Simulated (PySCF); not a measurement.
Species: C₆H₁₃N₃Si.
Atom-mapped SMILES: `[CH3:1][CH2:2][C@@H:3]([CH3:4])[n:5]1[cH:6][c:7]([SiH3:8])[n:9][n:10]1`

Cartesian coordinates in Å at the GFN2-xTB level; atoms count from 1:
```
atom  x, y, z in Å
C1    -2.2980    1.0843    0.7452
C2    -2.2341   -0.2598    0.0298
C3    -0.9453   -1.0249    0.3512
C4    -0.9639   -2.4297   -0.2479
N5     0.1879   -0.3024   -0.1759
C6     1.2528    0.2019    0.4801
C7     2.0354    0.7898   -0.4948
Si8    3.6724    1.6868   -0.3799
N9     1.3889    0.6005   -1.6730
N10    0.3049   -0.0425   -1.4750
H11   -2.2520    0.9496    1.8247
H12   -3.2268    1.5944    0.5037
H13   -1.4716    1.7229    0.4405
H14   -2.2757   -0.1053   -1.0495
H15   -3.0860   -0.8749    0.3244
H16   -0.8113   -1.0837    1.4382
H17   -1.8024   -2.9948    0.1494
H18   -1.0570   -2.3631   -1.3288
H19   -0.0426   -2.9580   -0.0114
H20    1.3768    0.1172    1.5396
H21    4.7532    0.7823   -0.7794
H22    3.8473    2.0626    1.0288
H23    3.6422    2.8738   -1.2300
```

NICS = −σ at a ghost point: NICS(0) at the centroid of the ring atoms, NICS(1) 1 Å to either side along the normal of their mean plane, zz for the tensor component along that normal. Level: GIAO PBE0/pcSseg-1 (PySCF, non-relativistic, gas phase) on the GFN2-xTB geometry, one conformer.

Ring bond lengths (Å), with Mayer bond orders in brackets: N5–C6 1.349 (1.18), C6–C7 1.382 (1.42), C7–N9 1.357 (1.30), N9–N10 1.276 (1.48), N10–N5 1.330 (1.15).

Problem. Give the NICS values of each ring in ppm.

Solution. 
```tsv
ring	type	NICS(0)	NICS(1), two faces	NICS(1)zz, two faces	rms pucker (Å)	centre to ring atoms, mean (Å)
N5–C6–C7–N9–N10	5-membered ring with 3 N; formal bonds all aromatic	-11.8	-13.0 / -13.0	-33.0 / -32.9	0.00	1.14
```

Problem. What do they say, and how far can they be read as aromaticity?

Solution. 
- N5–C6–C7–N9–N10: mean NICS(1)zz -32.9 ppm, shielded, aromatic by this magnetic criterion (flat ring, no four-coordinate atom).

Problem. How equal are the bonds by HOMA? Use HOMA with the parameters of Krygowski (1993).

Solution. 
- N5–C6–C7–N9–N10: HOMA 0.94; the largest term is that of N9–N10, α(R − Ropt)² = 0.14. The geometric and the magnetic index point the same way.

Problem. Give the inner angles of the rings and the Hirshfeld charges of the ring atoms.

Solution. 
- N5–C6–C7–N9–N10: N5 109.4° (+0.053 e), C6 105.3° (-0.022 e), C7 106.5° (-0.098 e), N9 109.9° (-0.140 e), N10 109.0° (-0.062 e); sum 540.0° against 540° for a flat convex ring.

Problem. What are the shieldings of the ring atoms and their hydrogens in the same run (means over atoms taken as equivalent)?

Solution. 
| atoms | environment | σ isotropic (ppm) |
| --- | --- | --- |
| N5 | pyrrole-type nitrogen | -14.1 |
| C6 | aromatic CH next to a ring nitrogen | 47.8 |
| C7 | substituted aromatic carbon | 49.6 |
| N9 | pyridine-type nitrogen | -141.7 |
| N10 | pyridine-type nitrogen | -134.1 |
| H20 | aromatic hydrogen | 24.20 |
